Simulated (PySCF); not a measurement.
C₃HN₃S.
InChI=1S/C3HN3S/c4-1-3-2-5-7-6-3/h2H

Computed, not measured: EOM-IP-CCSD/aug-cc-pVDZ in PySCF, restricted Hartree–Fock reference, frozen core, non-relativistic, gas phase, PBE0-D3(BJ)/def2-SVP geometry.

Hartree–Fock orbital energies give these Koopmans values (eV): HOMO 10.70, HOMO-1 12.39, HOMO-2 13.27, HOMO-3 13.83, HOMO-4 14.29, HOMO-5 14.52, HOMO-6 15.73, HOMO-7 16.07.

Task: What vertical ionisation energies does EOM-IP-CCSD give?

Result: 
| leading hole (HF orbital) | Koopmans (eV) | EOM-IP-CCSD (eV) | change (eV) | one-hole share |
| --- | --- | --- | --- | --- |
| HOMO | 10.70 | 10.55 | -0.15 | 0.95 |
| HOMO-2 | 13.27 | 11.55 | -1.72 | 0.94 |
| HOMO-1 | 12.39 | 12.00 | -0.39 | 0.94 |
| HOMO-5 | 14.52 | 12.52 | -2.00 | 0.94 |
| HOMO-3 | 13.83 | 13.19 | -0.64 | 0.94 |
| HOMO-7 | 16.07 | 13.61 | -2.46 | 0.92 |
| HOMO-4 | 14.29 | 13.72 | -0.57 | 0.93 |
| HOMO-6 | 15.73 | 14.29 | -1.44 | 0.94 |

Task: Does the order of the lines follow the orbital energies?

Result: No: the HOMO-2 hole (11.55 eV) falls below the HOMO-1 hole (12.00 eV); the HOMO-5 hole (12.52 eV) falls below the HOMO-3 hole (13.19 eV); the HOMO-5 hole (12.52 eV) falls below the HOMO-4 hole (13.72 eV); the HOMO-7 hole (13.61 eV) falls below the HOMO-4 hole (13.72 eV), among 5 such swaps. The corrections run from -2.46 to -0.15 eV, with a mean of -1.17 eV over the 8 lines; no line lies above its Koopmans value. Koopmans values leave out both the relaxation of the orbitals and the change in correlation energy.

Task: At what kinetic energies would He I light (21.22 eV) eject these electrons?

Result: 10.67 eV (HOMO), 9.67 eV (HOMO-2), 9.22 eV (HOMO-1), 8.70 eV (HOMO-5), 8.03 eV (HOMO-3), 7.61 eV (HOMO-7), 7.50 eV (HOMO-4), 6.93 eV (HOMO-6).

Lines less than 0.15 eV apart could change places at a higher level. One root was sought for each valence orbital with −ε under 21 eV, eight at most, so deeper holes and satellites are missing; no vibrational structure.
